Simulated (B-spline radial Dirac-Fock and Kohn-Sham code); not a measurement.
Z = 16 (sulfur), transition energy 724 keV. The computed values come from a radial finite-basis atomic code: a Dirac-Hartree-Slater potential of the neutral atom with a Latter tail (no hole, which puts coefficients of high multipoles low close above an edge), finite nucleus with surface currents. Subshells that would emit electrons below 1 keV are left out.

Q: A pure transition shows α(K) = 0.000868, L1/L2 = 92.7 and L1/L3 = 148. What is its multipolarity?
A. M3
B. E3
C. E2
D. M2
E. M4
F. E1
G. E4
H. M1

A: E. For comparison, α(K), L1/L2, L1/L3 are E1 3.84e-05, 564, 230; E2 0.000106, 266, 204; E3 0.000266, 131, 155; E4 0.000643, 73.6, 111; M1 5.89e-05, 375, 423; M2 0.000149, 211, 432; M3 0.000362, 134, 267.
